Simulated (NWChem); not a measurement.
## Electron attachment to H₅GeSi

```xyz
7

Si    -0.1778     1.5823     0.0000
Ge     0.1268    -0.7947     0.0000
H      0.4710     2.1530    -1.2156
H      0.4710     2.1530     1.2156
H     -1.6223     1.9698     0.0000
H     -0.4442    -1.4986    -1.2594
H     -0.4442    -1.4986     1.2594
```
Charge 0, spin multiplicity 2.

All runs are NWChem calculations. All single points use one geometry, from UB3LYP/def2-SVP, a minimum by its harmonic frequencies.

Basis set: def2-SVPD. The species with one electron more has spin multiplicity 1 and keeps the geometry of the parent. Δ marks differences of total energies (open shells unrestricted). −ε marks an orbital energy of the parent. That orbital need not have the symmetry of the hole or added electron in the Δ rows. The basis adds only a small set of diffuse functions.

The Hamiltonian is non-relativistic. B3LYP has NWChem's definition, with VWN1-RPA local correlation. The structure started from a generated list of species. The unpaired electrons of the parent sit in orbitals of symmetry a' (Cs labels of the run); other states weren't searched. The stability of the SCF solutions was not checked. Open-shell Hartree-Fock references start from PBE0 orbitals.

**Question.** Order these methods by the vertical electron affinity they give, lowest first: −ε(beta LUMO) of PBE, −ε(beta LUMO) of B3LYP, −ε(beta LUMO) of PBE0, −ε(beta LUMO) of HF, ΔPBE.

**Answer.** −ε(beta LUMO) of HF (-0.77 eV), ΔPBE (1.12 eV), −ε(beta LUMO) of PBE0 (2.87 eV), −ε(beta LUMO) of B3LYP (3.25 eV), −ε(beta LUMO) of PBE (3.80 eV)
